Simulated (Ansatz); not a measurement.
Relaxation of C₂H₄NOSb (9 atoms, charge 0, multiplicity 1), to a largest force component of 0.02 eV/Å in at most 50 steps.

Level of theory: Ansatz 0.2.0, RKS PBE0-D4/def2-SVP.

```xyz
9
Properties=species:S:1:pos:R:3:forces:R:3
C 1.175 0.856 0.234 -1.98 -0.77 -3.42
N 0.756 0.478 -0.948 0.80 0.60 1.71
C -0.373 -0.401 -1.210 2.15 0.65 -2.66
O -0.519 -0.727 -2.385 -0.23 0.45 2.51
Sb -1.598 -1.209 0.340 -0.51 0.07 1.69
H 1.973 1.585 0.304 0.62 0.14 -0.10
H 0.640 0.609 1.129 -0.33 -0.46 1.14
H -0.182 -1.627 1.352 -0.68 0.26 -0.46
H -1.783 0.389 1.167 0.16 -0.94 -0.42
```

Where does it end, and by what steps?

The run converged. After 32 steps the energy has fallen by 0.724 eV; H8 moved furthest, 1.57 Å.

```
step  energy less start (eV)  largest force component (eV/Å)  accepted
   0                  0.0000                           3.417       yes
   2                 -0.3285                           1.765       yes
   4                 -0.4412                           0.319       yes
   6                 -0.4563                           0.118       yes
   8                 -0.4695                           0.438       yes
  10                 -0.4822                           1.169       yes
  12                 -0.5684                           1.348       yes
  14                 -0.6050                           0.871       yes
  16                 -0.6653                           0.168       yes
  18                 -0.6787                           0.393       yes
  20                 -0.6951                           0.346       yes
  22                 -0.7108                           0.133       yes
  24                 -0.7143                           0.249        no
  26                 -0.7203                           0.118       yes
  28                 -0.7219                           0.137       yes
  30                 -0.7237                           0.041       yes
  32                 -0.7239                           0.017       yes
```

```xyz
9
Properties=species:S:1:pos:R:3
C 1.353 1.121 -0.050
N 0.313 0.834 -0.709
C -0.197 -0.440 -0.860
O 0.219 -1.265 -1.625
Sb -2.121 -0.722 0.241
H 1.686 2.166 0.000
H 1.952 0.368 0.493
H -1.551 -2.218 0.853
H -1.566 0.108 1.638
```

Whether the end is a true minimum wasn't checked by a vibrational analysis.

Time of the run: 110 s on 2 threads of Arm Neoverse V1, on a shared host, peak memory 0.24 GiB.
